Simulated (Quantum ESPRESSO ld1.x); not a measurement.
All-electron atom: the lanthanum ion La2+ in [Kr] 4d10 5s2 5p4 5d1 4f2 (not the ground configuration). Method: Dirac Kohn-Sham, PBE, spin-unpolarised, spherical densities, point nucleus; open shells are shared between the two j in proportion to 2j + 1; computed with ld1.x of Quantum ESPRESSO 7.5.

Normalised radial functions P(r) = r R(r) (large component), r in bohr:

r,5s1/2,5p3/2,5d5/2
0.002123,0.0595,0.0018,0.0000
0.002854,0.0744,0.0031,0.0000
0.003806,0.0908,0.0053,0.0000
0.005118,0.1090,0.0090,0.0001
0.006826,0.1259,0.0151,0.0002
0.009177,0.1390,0.0252,0.0006
0.01234,0.1419,0.0410,0.0013
0.01646,0.1274,0.0637,0.0027
0.02212,0.0859,0.0960,0.0060
0.02975,0.0119,0.1358,0.0125
0.03967,-0.0856,0.1744,0.0247
0.05334,-0.1851,0.1961,0.0468
0.07172,-0.2298,0.1715,0.0818
0.09565,-0.1610,0.0772,0.1272
0.1286,0.0401,-0.0874,0.1732
0.1715,0.2663,-0.2448,0.1891
0.2306,0.3236,-0.2719,0.1368
0.31,0.0594,-0.0678,-0.0041
0.4135,-0.3489,0.2606,-0.1832
0.556,-0.4895,0.4361,-0.2966
0.7475,-0.0855,0.2042,-0.2246
0.997,0.5528,-0.3075,0.0290
1.34,0.9280,-0.7533,0.3626
1.802,0.8066,-0.8339,0.6116
2.404,0.4394,-0.5906,0.6636
3.232,0.1429,-0.2699,0.5262
4.31,0.0272,-0.0789,0.3088
5.795,0.0023,-0.0121,0.1201
7.791,0.0001,-0.0008,0.0270

5s1/2: eigenvalue -49.283 eV, 4 radial nodes at r = 0.0309, 0.122, 0.324, 0.778 bohr, <r> = 1.59 bohr, 90 % of the charge inside 2.28 bohr. 5p3/2: eigenvalue -32.674 eV, 3 radial nodes at r = 0.111, 0.330, 0.846 bohr, <r> = 1.86 bohr, 90 % of the charge inside 2.71 bohr. 5d5/2: eigenvalue -14.170 eV, 2 radial nodes at r = 0.308, 0.970 bohr, <r> = 2.70 bohr, 90 % of the charge inside 4.08 bohr.
